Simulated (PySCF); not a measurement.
**Worked example: dipole moment from atomic charges**

Al(Cl)3(NH3) (AlCl3H3N), SMILES [NH3]->[Al]([Cl])([Cl])[Cl] (connectivity only; charge and spin as stated), neutral, multiplicity 1. Atoms are numbered in the order given.

```xyz
8

Al     0.0000     0.0000     0.0239
Cl     1.8093    -1.0446     0.4068
Cl    -1.8093    -1.0446     0.4068
Cl     0.0000     2.0892     0.4068
N      0.0000     0.0000    -1.9945
H     -0.8268     0.4774    -2.3657
H      0.0000    -0.9548    -2.3657
H      0.8268     0.4774    -2.3657
```

Coordinates come from a B3LYP-D3(BJ)/def2-SVP optimisation. The geometry has at least one imaginary mode, so it is a saddle point at that level. The isomer is the one that the SMILES or the coordinates give; other isomers of the formula were not compared. Other conformers were not sampled.

Charges (e) from PBE0/def2-TZVP (PySCF):

```csv
atom,IAO,ESP fit
Al1,0.926,0.544
Cl2,-0.404,-0.264
Cl3,-0.404,-0.264
Cl4,-0.404,-0.264
N5,-0.647,-1.123
H6,0.311,0.457
H7,0.311,0.457
H8,0.311,0.457
```

The dipole moment of the full density is 6.20 D.

What dipole moment does each set of point charges give, and which comes closer to that of the density?


μ = Σ q r, and 1 e Å = 4.8032 D.
IAO: Σ q r = (0.000, 0.000, -1.388) e Å, |μ| = 6.67 D.
ESP fit: Σ q r = (0.000, 0.000, -1.313) e Å, |μ| = 6.31 D.
ESP fit comes closer in size. Point charges leave out the atoms' own dipoles (lone pairs, polarised bonds); fits to the potential absorb them, partitions of the density don't.
